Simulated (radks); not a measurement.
Question: The table gives one normalised radial function P(r) = r R(r) (large component) of Zn+ in [Ar] 3d10 4s1 (r in bohr). Method: Dirac Kohn-Sham, PBE, spin-unpolarised, spherical densities, point nucleus; computed with a radial shooting solver on a logarithmic mesh with Libxc functionals.

| r | P |
|---|---|
| 0.006425 | 0.0001 |
| 0.008434 | 0.0002 |
| 0.01098 | 0.0004 |
| 0.01441 | 0.0009 |
| 0.01892 | 0.0018 |
| 0.02464 | 0.0038 |
| 0.03234 | 0.0079 |
| 0.04211 | 0.0157 |
| 0.05527 | 0.0313 |
| 0.07255 | 0.0604 |
| 0.09447 | 0.1099 |
| 0.124 | 0.1939 |
| 0.1628 | 0.3217 |
| 0.2119 | 0.4901 |
| 0.2782 | 0.6940 |
| 0.3622 | 0.8843 |
| 0.4754 | 1.0167 |
| 0.6241 | 1.0341 |
| 0.8126 | 0.9346 |
| 1.067 | 0.7513 |
| 1.389 | 0.5463 |
| 1.823 | 0.3499 |
| 2.393 | 0.1938 |
| 3.116 | 0.0907 |
| 4.09 | 0.0322 |
| 5.368 | 0.0080 |
| 6.99 | 0.0013 |

Which n and l does it have? It may be an empty orbital.

Answer: n = 3, l = 2: the number of nodes gives n - l - 1 = 0, the rise at small r points to l (for j = l - 1/2 the large component starts as r^gamma with gamma = sqrt(l^2 - (Z/c)^2) = 1.99 and the r^(l+1) term takes over further out; the orbital of l - 1 with the same j starts with the same power, but with a larger coefficient, and does not steepen), and the extent must fit the shell. The curve is that of 3d3/2; the two j differ most near the nucleus, where j = l - 1/2 has the larger amplitude, and in heavy atoms j = l - 1/2 is also the more compact. 3d3/2: eigenvalue -19.975 eV, 0 radial nodes, <r> = 0.892 bohr, 90 % of the charge inside 1.57 bohr.
